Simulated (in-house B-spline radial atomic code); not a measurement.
**Ionising Rh⁶⁺ with different functionals**

Computed with an all-electron radial atomic-structure program (B-spline basis): four-component Dirac-Coulomb Hamiltonian, Fermi nucleus of rms radius 4.4945 fm, spin-restricted, spherical fractional occupations for the functionals, and exact exchange of hybrids averaged over the configuration. The ionisation energy is the difference of two self-consistent energies, [Kr] 4d3 → [Kr] 4d2, without Breit or QED terms; ε is the level of the shell that loses the electron (mean over j). The electron is taken from both j subshells in proportion to 2j + 1, so the result is a j average, not the step between ground levels.

| method | rung | ΔSCF (eV) | -ε(4d) (eV) |
| --- | --- | --- | --- |
| PBE0 | global hybrid | 96.99 | 90.45 |
| B97-1 | global hybrid | ? | ? |
| B3LYP | global hybrid | ? | ? |
| LC-wPBE | range-separated hybrid | 97.01 | 93.28 |

Question: What does B3LYP give?

Answer: ΔSCF 97.00 eV, and -ε(4d) = 89.97 eV.

Question: What does B97-1 give?

Answer: ΔSCF 96.96 eV, and -ε(4d) = 90.02 eV.

Question: Among the functionals, which spreads more, the ΔSCF values or the orbital energies?

Answer: The orbital energies: ΔSCF values span about 0.05 eV and the orbital energies 3.30 eV; here energy differences depend much less on the functional than eigenvalues do.

Question: How do they compare with the NIST value?

Answer: NIST lists 97 eV ± 2 (tabulated theory, ground level to ground level). Errors run from -0.04 to +0.01 eV; all lie within about twice that uncertainty, so the table can't rank the methods.
